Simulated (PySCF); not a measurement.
C2H7BOS, SMILES COBSC. The structure is a stationary point at B3LYP-D3(BJ)/def2-SVP. The structure was generated by enumeration, and PubChem lists no compound with its InChIKey, so it may never have been made. Other conformers were not sampled.

Task: Give the equilibrium geometry at B3LYP-D3(BJ)/def2-SVP (PySCF confirms it by a frequency run) as bond lengths and angles, and its point group. (Estimate from the structure and the level; the computed values follow.)

Result: This is not unique; one that fits is point group Cs.
Atoms: B1 H2 O3 C4 H5 H6 H7 S8 C9 H10 H11 H12. Bonds (Å): B1–H2 1.209, B1–O3 1.350, B1–S8 1.801, O3–C4 1.414, C4–H5 1.103, C4–H6 1.102, C4–H7 1.102, S8–C9 1.833, C9–H10 1.098, C9–H11 1.098, C9–H12 1.098. Bond angles (°): H2–B1–O3 122.2, H2–B1–S8 117.2, O3–B1–S8 120.6, B1–O3–C4 123.2, O3–C4–H5 111.7, O3–C4–H6 109.4, O3–C4–H7 109.4, H5–C4–H6 109.0, H5–C4–H7 109.0, H6–C4–H7 108.3, B1–S8–C9 102.4, S8–C9–H10 110.6, S8–C9–H11 107.3, S8–C9–H12 110.6, H10–C9–H11 109.6, H10–C9–H12 109.1, H11–C9–H12 109.6.
Charge 0, spin multiplicity 1.
